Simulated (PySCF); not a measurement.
CH₄Cl₂OSn, SMILES C[O][SnH]([Cl])[Cl].

The structure is a stationary point at B3LYP-D3(BJ)/def2-SVP. The structure was generated by enumeration; whether it is a known compound was not checked. The def2 effective core potentials stand for the cores of Sn; spin–orbit coupling is left out. The values are those of a single conformer.

Method: IEF-PCM-PBE0/def2-SVP (PySCF 2.14.0).

The values are the electrostatic part of the solvation free energy, E(continuum) − E(gas) at the gas-phase geometry, in a cavity of scaled van der Waals radii (PySCF's table); cavitation and dispersion terms are not included. A continuum can't describe solvent molecules that bind to the metal. In vacuum the orbital gap is 6.21 eV. The dipole moment in vacuum is 1.24 D.

### Question
Estimate the values in water (ε = 78.36), ethylethanoate (ε = 5.99), 2-propanol (ε = 19.26). (An estimate is asked for; the answer gives what the named calculation found.)

### Answer

```json
[
 {"solvent": "water", "ε": "78.36", "ΔG(elec) (kcal/mol)": "-4.5", "dipole (D)": "1.74", "gap (eV)": "6.28"},
 {"solvent": "ethylethanoate", "ε": "5.99", "ΔG(elec) (kcal/mol)": "-3.5", "dipole (D)": "1.62", "gap (eV)": "6.25"},
 {"solvent": "2-propanol", "ε": "19.26", "ΔG(elec) (kcal/mol)": "-4.2", "dipole (D)": "1.71", "gap (eV)": "6.27"}
]
```
